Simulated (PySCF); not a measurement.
## What settings do to a single point of OsO2F2

The sound run of OsO2F2 (triplet) uses PySCF 2.14.0, UKS BP86, Os def2-SVP with ECP60, O def2-SVP, F def2-SVP; non-relativistic Hamiltonian with scalar-relativistic core potentials where named; density fitting; no spin-orbit coupling, grid (50, 194), threshold 1e-8 Eh and 55 cycles, at the relaxed geometry:

```xyz
5

Os    0.0000    0.0000    0.1238
O     0.9718    0.9718    1.1683
O    -0.9718   -0.9718    1.1683
F     0.9070   -0.9070   -1.2629
F    -0.9070    0.9070   -1.2629
```

There Os1 has a Mulliken charge of 1.11 e and the dipole about the centre of mass is 0.09 D. Each run below changes one thing and starts from free metal ions and neutral atoms unless it says otherwise; with 55 cycles, smearing, a level shift and second-order steps follow where DIIS fails, and their cycles count. Energy shifts count from the sound run.

```csv
change,outcome,cycles,energy shift (eV),largest force component (eV/Å),charge on Os1 (e),dipole about the centre of mass (D)
threshold 1e-05,converged,9,0.0000,0.00,1.11,0.09
"charge changed by +5, spin kept, limit 77 cycles",refused,–,–,–,–,–
```

Problem. One further run converged with energy shift (eV) -12.70, largest force component (eV/Å) 12.59, charge on Os1 (e) 0.66, dipole about the centre of mass (D) 0.01. Which change was it?
A. start from a density of up to 30 smeared cycles (not counted)
B. all coordinates × 1.05
C. grid (10, 14)

Solution. C.

Problem. And the other changes listed?

Solution. 
```
                                                       change    outcome  cycles  energy shift (eV)  largest force component (eV/Å)  charge on Os1 (e)  dipole about the centre of mass (D)
                                       all coordinates × 1.05  converged      63               0.57                            2.22               1.09                                 0.19
start from a density of up to 30 smeared cycles (not counted)  converged      10             0.0000                            0.00               1.11                                 0.09
```

Unsound on purpose, so not properties of the compound: grid (10, 14).

Started from ions, an open shell can land on another state than the sound run's, and that then enters the shifts.

Forces carry noise of the integration grid, about 0.01 to 0.03 eV/Å.

Open shells may have lower solutions than the one found.
